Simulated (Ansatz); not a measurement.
# Energy profile

The step: Si₂H₆ ([SiH3][SiH3]) + PH₃ → Si₂PH₇ ([SiH3][SiH2][PH2]) + H₂; bonds formed: Si1–P7, H2–H6; bonds broken: Si1–H2, H6–P7 (atoms numbered as in the saddle structure below).

| atom | x (Å) | y (Å) | z (Å) |
| --- | --- | --- | --- |
| Si1 | -0.4121 | -0.3200 | -0.8913 |
| H2 | 1.3482 | 0.0956 | -0.3287 |
| H3 | 0.1480 | -0.8986 | -2.1455 |
| H4 | -1.8662 | -0.1437 | -1.2532 |
| Si5 | -0.1709 | -1.5627 | 1.0603 |
| H6 | 1.2498 | 1.1709 | 0.4388 |
| P7 | 0.0332 | 1.8119 | -0.1640 |
| H8 | 0.3132 | -0.6277 | 2.1149 |
| H9 | -1.4263 | -2.2025 | 1.5466 |
| H10 | 0.8458 | -2.6245 | 0.8422 |
| H11 | -0.8290 | 2.9627 | 0.0252 |
| H12 | 0.7662 | 2.3387 | -1.2452 |

Electronic energies by CCSD(T) at an estimated basis limit (MP2 extrapolated from triple and quadruple zeta, plus CCSD(T) − MP2 in triple zeta), on PBE0-D4/def2-TZVP structures; Si2PH9, closed shell; no counterpoise correction. Program: Ansatz 0.2.0. Basis: def2-TZVPP and def2-QZVPP. Cores are frozen in the correlated methods. Extrapolation: Hartree–Fock as exp(−7.88 √X), correlation as X^−2.97.

Give the profile in kJ/mol, counted from the separated reactants. (Judge from chemistry; the value comes from the calculation.)

The calculation gives:
```json
{"point": "separated: Si2H6 (linked as [SiH3][SiH3]; Si1, H2, H3, H4, Si5, H8, H9, H10; singlet) + PH3 (H6, P7, H11, H12; singlet)", "kJ/mol": "0.0"}
{"point": "start structure", "kJ/mol": "-6.9"}
{"point": "saddle", "kJ/mol": "246.7"}
{"point": "end structure", "kJ/mol": "-5.3"}
{"point": "separated: Si2PH7 (linked as [SiH3][SiH2][PH2]; Si1, H3, H4, Si5, P7, H8, H9, H10, H11, H12; singlet) + H2 (H2, H6; singlet)", "kJ/mol": "-2.8"}
```

The T1 diagnostic stays at or below 0.017.

For scale, one of the runs: CCSD(T)/def2-TZVPP, 252 basis functions, launched by `ansatz run in.yaml --threads 4 --pin off --events-out ev --progress --plain --max-ram 9574MiB`. Time: 51 s of wall clock on 4 CPU threads of an Intel Xeon Platinum 8259CL; the host was shared. Peak host memory: 4.8 GiB.
